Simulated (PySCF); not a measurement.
CH4NO, SMILES NC=[OH+], charge +1. Atoms are numbered in the order given.

```xyz
7

N     -0.1881     1.1106     0.0000
C      0.4321    -0.0264     0.0000
O     -0.1072    -1.1908     0.0000
H     -1.1990     1.1974     0.0000
H      0.3447     1.9728     0.0000
H      1.5177    -0.0370     0.0000
H     -1.0815    -1.2226     0.0000
```
Charge +1, spin multiplicity 1.

Coordinates come from a B3LYP-D3(BJ)/def2-TZVP optimisation. The isomer is the one that the SMILES or the coordinates give; other isomers of the formula were not compared. The values are those of a single conformer.

Computed with PySCF with PBE/pcJ-1.

Isotropic couplings with Fermi-contact, spin-dipole and both spin-orbit terms, one fixed conformer, no vibrational averaging. Isotopes: 13C, 14N, 1H.

Q: Estimate the spin–spin coupling constants. (An estimate is asked for; the answer gives what the named calculation found.)

A: 
```json
[
 {"pair": "N1–C2", "bonds apart": "1", "J (Hz)": "11.8"},
 {"pair": "N1–H4", "bonds apart": "1", "J (Hz)": "65.2"},
 {"pair": "N1–H5", "bonds apart": "1", "J (Hz)": "69.6"},
 {"pair": "C2–H6", "bonds apart": "1", "J (Hz)": "219.4"},
 {"pair": "N1–H6", "bonds apart": "2", "J (Hz)": "5.9"},
 {"pair": "C2–H4", "bonds apart": "2", "J (Hz)": "-3.1"},
 {"pair": "C2–H5", "bonds apart": "2", "J (Hz)": "5.7"},
 {"pair": "C2–H7", "bonds apart": "2", "J (Hz)": "-5.6"},
 {"pair": "N1–H7", "bonds apart": "3", "J (Hz)": "1.8"},
 {"pair": "H4–H6", "bonds apart": "3", "J (Hz)": "16.6"},
 {"pair": "H5–H6", "bonds apart": "3", "J (Hz)": "5.3"},
 {"pair": "H6–H7", "bonds apart": "3", "J (Hz)": "20.3"},
 {"pair": "H4–H7", "bonds apart": "4", "J (Hz)": "1.1"},
 {"pair": "H5–H7", "bonds apart": "4", "J (Hz)": "-0.9"}
]
```
